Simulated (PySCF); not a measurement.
Li, charge +1, singlet. Base run: SCAN/def2-SV(P) in PySCF.

Input for PySCF:
```python
from pyscf import gto, scf, dft

mol = gto.M(
    atom='''
Li    0.00000000    0.00000000    0.00000000
''',
    basis='def2-sv(p)',
    charge=1,
    verbose=4,
)

mf = dft.RKS(mol)
mf.xc = 'scan'
mf.kernel()
```

Each row names what was changed in the base input (with any setting that the change needs).

```csv
change,ΔE vs base (µEh),grid points,electrons on the grid
base,0.0,13728,2.00000
grids.prune = dft.gen_grid.treutler_prune,0.0,12432,2.00000
grids.level = 4,0.0,27496,2.00000
grids.level = 0,-3988,1080,2.00233
grids.radi_method = mura_knowles,0.0,11960,2.00000
"grids.atom_grid = (150, 974)",0.0,74704,2.00000
grids.becke_scheme = stratmann,0.0,13728,2.00000
grids.prune = dft.gen_grid.sg1_prune,0.0,6192,2.00000
grids.radi_method = gauss_chebyshev,0.0,12104,2.00000
grids.level = 1,0.1,5088,2.00000
grids.level = 2,0.0,10848,2.00000
```
